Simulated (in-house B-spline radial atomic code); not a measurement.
**PBEsol excitations of the nitrogen ion N³⁺**

Method: PBEsol. Computed with an all-electron radial atomic-structure program (B-spline basis): linear response of the closed shell [He] 2s2 with the functional's adiabatic kernel; scalar-relativistic (spin-free one-electron X2C), finite nucleus, no spin-orbit coupling, no double excitations, S, P, D and F terms only.

Command:
```bash
python run_td.py task.json out
```
Settings (radii: box in bohr, nucleus in fm):
```
Z                        7
electrons                4
configuration            [He] 2s2
hamiltonian              x2c
method                   pbesol
box_radius               23.08
rms_radius               2.5582
intervals                74
```

Time taken, with all properties: 0.1 s on 1 thread of Intel(R) Xeon(R) 6975P-C (Granite Rapids), on a shared host.

The lowest states, in the order of their Tamm-Dancoff energies; the method's threshold (minus the highest occupied level) is 67.85 eV. Labels give the largest channel, * marks a mixed state, and oscillator strengths are full-response dipole values. Semilocal kernels can invert the small singlet-triplet splittings of Rydberg terms. Energies in eV:

```csv
state,full response,Tamm-Dancoff,oscillator strength
2s → 2p 3P,?,?,-
2s → 2p 1P,15.238,16.090,0.598
2s → 3s 3S,44.74,44.75,-
2s → 3s 1S,46.17,46.19,-
2s → 3p 3P,47.56,47.58,-
2s → 3p 1P,47.99,48.00,0.306
2s → 3d 3D,49.28,49.31,-
2s → 3d 1D,?,?,-
2s → 4s 3S,57.00,57.00,-
2s → 4s 1S,57.37,57.37,-
2s → 4p 3P,58.00,58.00,-
2s → 4p 1P,58.10,58.11,0.0825
2s → 4d 3D,58.72,58.73,-
2s → 4d 1D,58.99,58.99,-
2s → 4f 3F,59.62,59.62,-
2s → 4f 1F,59.63,59.63,-
```

(1) Where does 2s → 2p 3P lie?

(2) Where does 2s → 3d 1D lie?

(3) How large is the singlet-triplet splitting of 2s → 2p (P terms) in Tamm-Dancoff?

(4) What polarisabilities and dispersion coefficient does the method give?

## Answers

(1) At 6.640 eV in full response, 7.535 eV in Tamm-Dancoff.

(2) At 50.17 eV in full response, 50.18 eV in Tamm-Dancoff.

(3) 8.55 eV, from the unrounded values.

(4) Dipole 2.096 bohr³, quadrupole 1.482 bohr⁵, C6 2.075 hartree·bohr⁶ for two such species.
